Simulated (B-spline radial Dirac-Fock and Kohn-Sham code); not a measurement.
Ru³⁺ 3s: cross section and angular parameters

System: ruthenium as Ru³⁺ in the configuration [Kr] 4d5; threshold 612.3 eV (orbital energy of the model). These are calculated numbers from a radial B-spline solver; the model is Dirac-Hartree-Slater photoionisation with a Latter tail; cross sections with all multipoles, angular parameters from the dipole term and its interference with E2.

Input of the calculation (task.json; shells as n, l, electrons):

```json
{"items": [{
  "Z": 44,
  "q": 3,
  "cfg": [[1, 0, 2], [2, 0, 2], [2, 1, 6], [3, 0, 2], [3, 1, 6], [3, 2, 10], [4, 0, 2], [4, 1, 6], [4, 2, 5]],
  "A": 102,
  "rrms": 4.4809,
  "do": "xps",
  "hv": [60, 81.1, 84.8, 107.0, 124.0, 136.0, 200, 213.0, 300, 314.0, 342.0, 349.0, 523.0, 600, 760.0, 767.0, 861.0, 868.0, 900.0, 962.0, 2984.4, 3660.0, 4750.0, 5190.0, 5310.0, 7630.0, 8047.8, 9251.7, 12000]
}]}
```

Run with: `python xray2_run.py task.json out`

| hν (eV) | σ (kb) | β | γ |
| --- | --- | --- | --- |
| 760 | 92.4 | 1.991 | 0.547 |
| 767 | 91.4 | 1.991 | 0.540 |
| 861 | 79.0 | 1.992 | 0.460 |
| 868 | ? | ? | ? |
| 900 | 74.4 | 1.992 | 0.429 |
| 962 | 67.8 | 1.992 | 0.382 |
| 2984.4 | 10.4 | 1.995 | -0.095 |
| 3660 | 7.12 | 1.995 | -0.073 |
| 4750 | 4.27 | 1.996 | 0.023 |
| 5190 | 3.58 | 1.996 | 0.072 |
| 5310 | 3.42 | 1.996 | 0.087 |
| 7630 | 1.61 | 1.996 | 0.387 |
| 8047.8 | 1.44 | 1.995 | 0.444 |
| 9251.7 | 1.06 | 1.995 | 0.607 |
| 12000 | 0.597 | 1.995 | 0.963 |

Problem. Give the values at 868 eV.

Solution. σ = 78.2 kb, β = 1.992, γ = 0.454. For an s subshell δ is negligible.
